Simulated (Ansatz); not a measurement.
The pair A = CH2O (SMILES C=O) (first 4 atoms), B = H2 (SMILES [H][H]); geometry from B3LYP-D3(BJ)/def2-TZVP.
(charge 0, multiplicity 1):
```csv
atom,x (Å),y (Å),z (Å)
C,-0.3507,-0.5069,0.0418
O,0.3292,0.2420,-0.6019
H,-1.4029,-0.2741,0.2960
H,0.0351,-1.4735,0.4195
H,0.1352,0.3767,2.9577
H,-0.3058,-0.1193,3.2949
```

Cores are frozen in the correlated methods.

The values were computed with Ansatz (a first-principles code). Values without a source in brackets are computed.

Total energies (hartree), monomers frozen at their geometry in the pair:

```
structure              HF/aug-cc-pVTZ  MP2/aug-cc-pVDZ  CCSD(T)/aug-cc-pVTZ
---------------------  --------------  ---------------  -------------------
AB                       -115.0471462     -115.3748877         -115.5160441
A in the pair's basis    -113.9142562     -114.2181919         -114.3427991
B in the pair's basis      -1.1329973       -1.1562825           -1.1726595
A                        -113.9142328     -114.2179322         -114.3426925
B                          -1.1329863       -1.1561396           -1.1726343
```

Question: Work out the interaction energy without and with the counterpoise correction, and the superposition error, for each level.

Answer: 
E(AB) − E(A) − E(B), times 627.509 kcal/mol, with the monomers in their own basis and then in the pair's basis:
- HF/aug-cc-pVTZ: 0.05 uncorrected, 0.07 corrected; the monomers gain 0.02 kcal/mol from borrowed functions
- MP2/aug-cc-pVDZ: -0.51 uncorrected, -0.26 corrected; the monomers gain 0.25 kcal/mol from borrowed functions
- CCSD(T)/aug-cc-pVTZ: -0.45 uncorrected, -0.37 corrected; the monomers gain 0.08 kcal/mol from borrowed functions
